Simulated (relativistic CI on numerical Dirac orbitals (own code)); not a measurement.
**Cr⁴⁺: L-alpha,beta X-ray emission**

Computed with this model: Dirac-Coulomb-Breit CI, orbitals from a KLI potential per configuration, model QED, valence Slater integrals scaled by 0.9, multiplet model of X-ray emission after core ionisation; configurations [Ar] 3d2 → [He] 2s2 2p5 3s2 3p6 3d2 → [Ar] 3d; 80 K; Lorentzian 0.42 eV and Gaussian 0.5 eV FWHM. Energies are those of the free ion, without screening or charge transfer. S is read from ⟨S²⟩ = S(S + 1).

Field parameters in Wybourne normalisation: Td as Oh with Dq negative (B⁴₀ = 21Dq, B⁴₄ = √(5/14) B⁴₀). The field is a parameter set, without covalency.

free ion: ground-state S = 1.00, centroid 594.26 eV. Peaks (eV, height): 588.2 (13), 589.4 (18), 593.1 (62), 593.9 (25), 597.3 (100).

Td, 10Dq = -2200 cm⁻¹: ground-state S = 1.00, centroid 593.79 eV. Peaks (eV, height): 589.4 (37), 593.1 (52), 596.9 (100).

Td, 10Dq = -6150 cm⁻¹: ground-state S = 1.00, centroid 593.27 eV. Peaks (eV, height): 589.1 (42), 592.3 (51), 597.1 (100).

Td, 10Dq = -10050 cm⁻¹: ground-state S = 1.00, centroid 591.94 eV. Peaks (eV, height): 583.5 (17), 588.0 (32), 589.2 (45), 592.2 (100), 596.1 (22), 597.3 (66).

Td, 10Dq = -13950 cm⁻¹: ground-state S = 1.00, centroid 591.25 eV. Peaks (eV, height): 583.3 (26), 588.1 (17), 589.4 (44), 590.6 (40), 592.2 (100), 594.4 (8), 595.8 (13), 597.4 (37).

Td, 10Dq = -17850 cm⁻¹: ground-state S = 1.00, centroid 590.55 eV. Peaks (eV, height): 583.1 (31), 589.7 (100), 591.8 (95), 595.2 (12), 597.6 (24).

Strongest unbroadened transitions for Td, 10Dq = -13950 cm⁻¹:

| Energy (eV) | Relative strength |
| --- | --- |
| 583.30 | 31.9 |
| 583.86 | 11.6 |
| 588.02 | 8.6 |
| 588.62 | 7.0 |
| 589.34 | 39.7 |
| 589.53 | 6.9 |
| 590.11 | 17.6 |
| 590.58 | 12.5 |
| 590.64 | 25.1 |
| 591.82 | 88.9 |
| 592.35 | 100.0 |
| 592.86 | 4.1 |
| 593.50 | 5.7 |
| 595.63 | 3.8 |
| 595.85 | 5.2 |
| 596.06 | 3.8 |
| 597.34 | 41.9 |
| 597.56 | 6.7 |
